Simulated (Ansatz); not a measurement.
Wavefunction ladder for `[SiH3][O][In][Cl]` radical

```xyz
7

Si    0.0325   -0.0814    1.2309
O    -0.1570    0.3318   -0.3390
In    0.2340   -0.4699   -2.1213
Cl   -0.3776    0.8366   -3.9775
H    -0.7045   -1.3352    1.5603
H    -0.4951    1.0209    2.0768
H     1.4677   -0.3028    1.5699
```

The species carries charge 0 and has multiplicity 2. Correlated methods include outer-core shells of In, which these sets cover unevenly. In: def2 effective core potential. The geometry is a stationary point of PBE0-D4/def2-TZVP. It is one conformer, not always the lowest. Frozen core, unrestricted reference, Ansatz 0.2.0.

```csv
basis,HF (Eh),MP2 corr.
def2-SVP,-1014.04967,-0.48096
def2-TZVPP,-1014.42025,-0.80732
def2-QZVPP,-1014.44791,-1.04352
```

Estimate the CCSD correlation energy and the (T) correction in each basis where they were run (hartree).


```
     basis  CCSD corr.       (T)
  def2-SVP    -0.51962  -0.01332
def2-TZVPP    -0.83687  -0.03044
```
